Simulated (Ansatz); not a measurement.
Reaction (formal exchange of groups at a C–Si bond): `NC(S)[SiH2]Cl` + CH₃SH → `NC(S)CS` + `[SiH3]Cl`

Gas-phase electronic energies from Ansatz, PBE0-D4/def2-TZVP geometries. CCSD(T)/CBS is the MP2 limit (def2-TZVPP, def2-QZVPP) plus CCSD(T) − MP2 in def2-TZVPP, frozen cores. This one scheme is used for every species. Functionals use def2-TZVPP. One conformer a species, not always the lowest.

| level | ΔE (kJ/mol) |
| --- | --- |
| BHLYP-D4 | 24.8 |
| ωB97M-V | 25.5 |
| revPBE | 31.3 |
| LC-ωPBE | 26.2 |
| RPA@PBE/def2-TZVPP | 18.0 |
| CCSD/def2-SVP | 9.9 |
| CCSD(T)/def2-SVP | 8.5 |
| MP2/CBS(def2) | 21.7 |

(1) What does CCSD(T)/CBS give? (Best estimate.)

Largest T1 diagnostic among the species: 0.011.

Results:

(1) Computed: +21.8 kJ/mol. The listed levels differ from it by 3.0, 3.7, 9.5, 4.4, -3.8, -11.9, -13.3, -0.1 kJ/mol.

At CCSD(T), def2-SVP lies −13.3 kJ/mol from the extrapolated value and def2-TZVPP −1.7 kJ/mol. From BLYP to BHLYP (50 % exact exchange), in def2-TZVPP and without D4, ΔE moves by −4.8 kJ/mol.
